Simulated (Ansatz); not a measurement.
C2H5F3Sn (`C[CH2][Sn]([F])([F])[F]`). Charge 0, multiplicity 1. Sn: def2 effective core potential. All single points use the PBE0-D4/def2-TZVP geometry. It is one conformer, not always the lowest.

```xyz
11

C     0.541   -1.445   -0.035
C     0.847    0.045   -0.029
Sn   -0.910    1.233    0.045
F    -2.083    0.957   -1.427
F    -0.635    3.113    0.078
F    -1.998    0.890    1.567
H     1.474   -2.013   -0.071
H    -0.056   -1.735   -0.901
H     0.002   -1.754    0.863
H     1.379    0.365   -0.926
H     1.439    0.345    0.837
```

Task: What is the dipole moment at B3LYP/def2-TZVPP? (Best estimate.)

Result: Ansatz gave: 5.18 D, with components (4.19, -3.04, -0.18) D in this frame, pointing from negative to positive charge.

Task: And with PBE, r2SCAN, ωB97M-V? (An estimate is asked.)

Result: The calculation gave: PBE 4.99 D, r2SCAN 5.11 D, ωB97M-V 5.09 D.

Task: Give the Mulliken charges with B3LYP, PBE, ωB97M-V in def2-TZVPP. (An estimate is asked.)

Result: Ansatz gave: 
```json
{"atom": "C1", "B3LYP": "-0.26", "PBE": "-0.26", "ωB97M-V": "-0.31"}
{"atom": "C2", "B3LYP": "-0.39", "PBE": "-0.38", "ωB97M-V": "-0.43"}
{"atom": "Sn3", "B3LYP": "1.48", "PBE": "1.34", "ωB97M-V": "1.45"}
{"atom": "F4", "B3LYP": "-0.47", "PBE": "-0.43", "ωB97M-V": "-0.47"}
{"atom": "F5", "B3LYP": "-0.47", "PBE": "-0.43", "ωB97M-V": "-0.46"}
{"atom": "F6", "B3LYP": "-0.47", "PBE": "-0.43", "ωB97M-V": "-0.47"}
{"atom": "H7", "B3LYP": "0.10", "PBE": "0.09", "ωB97M-V": "0.12"}
{"atom": "H8", "B3LYP": "0.11", "PBE": "0.11", "ωB97M-V": "0.13"}
{"atom": "H9", "B3LYP": "0.11", "PBE": "0.11", "ωB97M-V": "0.13"}
{"atom": "H10", "B3LYP": "0.14", "PBE": "0.14", "ωB97M-V": "0.16"}
{"atom": "H11", "B3LYP": "0.14", "PBE": "0.14", "ωB97M-V": "0.16"}
```

B3LYP here is the variant with VWN-RPA as its local correlation; programs differ in this.
